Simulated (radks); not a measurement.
Task: All-electron atom: the manganese ion Mn3+ in [Ne] 3s2 3p5 3d5 (not the ground configuration). All-electron calculation, scalar-relativistic Kohn-Sham, B86b exchange with PBE correlation, spin-unpolarised, spherical densities, point nucleus. Program: a radial shooting solver on a logarithmic mesh with Libxc functionals. Some entries of the table are withheld. Estimate them.

| orbital | occ. | eigenvalue (eV) | <1/r> (bohr^-1) |
|---|---|---|---|
| 1s | 2 | (1) | (2) |
| 2s | 2 | -783.2365 | 5.309 |
| 2p | 6 | -669.7451 | (3) |
| 3s | 2 | -122.9784 | (4) |
| 3p | 5 | -91.4149 | 1.547 |
| 3d | 5 | -42.1277 | (5) |

Result: 
(1) 1s eigenvalue (eV): -6473.061
(2) 1s <1/r> (bohr^-1): 24.93
(3) 2p <1/r> (bohr^-1): 5.207
(4) 3s <1/r> (bohr^-1): 1.677
(5) 3d <1/r> (bohr^-1): 1.247
